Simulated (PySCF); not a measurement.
Stationary points of H₂TeS

These are results of PySCF, PBE0, basis Te def2-TZVP with ECP28, S def2-TZVP, H def2-TZVP (scalar-relativistic core potentials, no spin–orbit coupling, density fitting), not measurements.

Relaxations began from a few typed shapes. The search is not exhaustive: other isomers or separated fragments can lie lower, and high-lying points may rest on an excited occupation.

**Question.** Order these stationary points by electronic energy, lowest first, in kJ/mol from the lowest minimum.
A. singlet C2v: Te–H 1.858 Å (×2), Te–S 2.231 Å; H–Te–H 162.7°, H–Te–S 81.3° (×2)
B. singlet Cs: Te–H 1.692 Å (×2), Te–S 2.244 Å; H–Te–H 86.5°, H–Te–S 104.9° (×2)

**Answer.** B (0.0), A (315.4).

**Question.** Which of them are minima?

**Answer.** By energy in kJ/mol, 0.0: minimum; 315.4: minimum.

Counting electrons, tellurium keeps 2 of its valence electrons outside its bonds, so the VSEPR class is AX3E1 and the expected shape is trigonal pyramidal; with unlike ligands the computed point group is Cs.
